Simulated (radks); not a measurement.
Question: These are the eigenvalues of the occupied orbitals of an atom or ion with whole-number occupations (eV). Method: scalar-relativistic Kohn-Sham, PBE, spin-polarised, spherical densities, point nucleus; computed with a radial shooting solver on a logarithmic mesh with Libxc functionals.

orbital  eigenvalue
1s up     -15557.70
1s down   -15557.60
2s up     -2534.645
2s down   -2528.939
2p up     -2307.650
2p down   -2303.385
3s up     -750.3325
3s down   -742.7550
3p up     -676.8919
3p down   -669.1526
3d up     -563.9195
6s up     -125.1064

Which element is it, and in what charge state? The configuration may be excited. Open shells, if any, are filled with parallel spins first.

Answer: Z = 37, rubidium, charge +15: Rb15+ in [Ar] 3d3 6s1. The list shows which subshells hold electrons but not how many an open one holds; the 1s level, -571.73 hartree, gives Z - s = 33.8 by -(Z - s)^2/2, which with screening and relativity narrows Z to a few neighbours, and the depths of the outer levels then fix element, charge and occupations together.
